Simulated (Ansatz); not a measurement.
Consider the formal exchange of groups at the Si–Al bond: `C#C[SiH2][AlH2]` + CH₃OH → `C#C[SiH2]CO` + `[AlH3]`.

Program: Ansatz. Geometries: PBE0-D4/def2-TZVP. ΔE: electronic, gas phase. CCSD(T)/CBS is the MP2 limit (def2-TZVPP, def2-QZVPP) plus CCSD(T) − MP2 in def2-TZVPP, frozen cores. This one scheme is used for every species. DFT in def2-TZVPP. Each species was taken in one conformer, which may not be the lowest.

`C#C[SiH2][AlH2]`:

Cartesian coordinates in Å:
```
C 0.325 2.289 0.797
C -0.129 1.401 0.116
Si -0.721 -0.054 -0.828
Al 0.523 -1.881 0.243
H 0.713 3.088 1.387
H -0.405 0.167 -2.266
H -2.201 -0.128 -0.686
H -0.075 -2.610 1.519
H 1.970 -2.273 -0.281
```

CH₃OH:

```xyz
6

C     0.154    0.208    0.245
O    -0.114   -0.980   -0.463
H     0.897   -0.033    1.005
H    -0.736    0.603    0.751
H     0.569    0.994   -0.399
H    -0.769   -0.792   -1.139
```

`C#C[SiH2]CO`:

```xyz
11

C     2.142    0.368   -1.320
C     1.347   -0.213   -0.623
Si    0.071   -0.996    0.432
C    -1.406    0.182    0.392
O    -1.019    1.513    0.689
H     2.856    0.866   -1.936
H    -0.271   -2.333   -0.117
H     0.621   -1.137    1.803
H    -1.916    0.113   -0.579
H    -2.136   -0.112    1.152
H    -0.289    1.749    0.106
```

`[AlH3]`:

Cartesian coordinates in Å:
```
Al 0.000 0.000 0.000
H 1.490 -0.521 -0.154
H -0.315 1.549 -0.127
H -1.175 -1.028 0.281
```

**Question.** Is it downhill or uphill in electronic energy at CCSD(T)/CBS, and by how much? (Best estimate.)

**Answer.** The calculation gave: Uphill: ΔE = +4.3 kcal/mol.

**Question.** What do these levels give: PBE-D4, ωB97X-V, ωB97M-V, B2PLYP, PBE0, CCSD/def2-TZVPP? (An estimate is asked.)

**Answer.** Computed: PBE-D4 6.4, ωB97X-V 3.8, ωB97M-V 2.2, B2PLYP 4.2, PBE0 6.8, CCSD/def2-TZVPP 4.4 kcal/mol.

Largest T1 diagnostic among the species: 0.013.

Leaving LDA and LC-ωPBE aside and taking each functional with its dispersion term where it has one, the values spread over 4.2 kcal/mol, from ωB97M-V to PBE-D4. LDA lies −2.1 kcal/mol from PBE without D4. The D4 term adds −0.9 kcal/mol with B3LYP and −0.5 kcal/mol with PBE0; it sums over pairs of atoms, weighted by their polarisabilities, and B3LYP, whose exchange is more repulsive, gets the larger term. From BLYP to BHLYP (50 % exact exchange), in def2-TZVPP and without D4, ΔE moves by −0.9 kcal/mol.

B3LYP here is the variant with VWN-RPA as its local correlation; programs differ in this.
